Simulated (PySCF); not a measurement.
Dipole response of Xe⁺ (xenon, charge +1)

[Kr] 4d10 5s2 5p5, 2P determinant. Computed with PySCF 2.14 in aug-cc-pwCVDZ-PP with ECP28MDF (6s5p4d1f, 48 functions), with a scalar-relativistic core potential. Coupled (time-dependent) response in atomic units; α is the mean over directions. A double-zeta set is small for polarisabilities.

```
method  mean α (bohr³)         α xx, yy, zz  C₆ (like pair)  S(−4)
   UHF           17.86  17.17, 18.20, 18.20           156.1  47.93
   PBE           18.40  17.42, 18.89, 18.89           161.2  53.04
  PBE0           18.13  17.25, 18.57, 18.57           158.5  50.62
 wB97X           18.38  17.45, 18.84, 18.84           161.3  52.28
 B3LYP           18.17  17.25, 18.63, 18.63           158.5  51.46
```

S(−4) is the Cauchy moment in α(ω) = α(0) + S(−4) ω² + …

Spin-orbit coupling is absent.

α(iu) at PBE:

| u (hartree) | α(iu) (bohr³) |
| --- | --- |
| 0 | 18.40 |
| 0.0500 | 18.27 |
| 0.100 | 17.89 |
| 0.200 | 16.53 |
| 0.300 | 14.72 |
| 0.500 | 11.03 |
| 0.750 | 7.573 |
| 1.00 | 5.387 |
| 1.50 | 3.116 |
| 2.00 | 2.074 |
| 3.00 | 1.176 |
| 5.00 | 0.5783 |

A single London oscillator, α(iu) = α/(1 + u²/ω²), gives C₆ = (3/4) ω α². Matching the computed C₆ needs ω = 4 × 161.2 / (3 × 18.40²) = 0.635 hartree.

For an ion, C₆ is the dispersion term alone; charge-induced terms of lower order in 1/R come first.

The components differ because the open shell of this determinant is not spherical; for a pure term their mean is the scalar polarisability.

Energies and moments cover only the electrons outside the core potential.
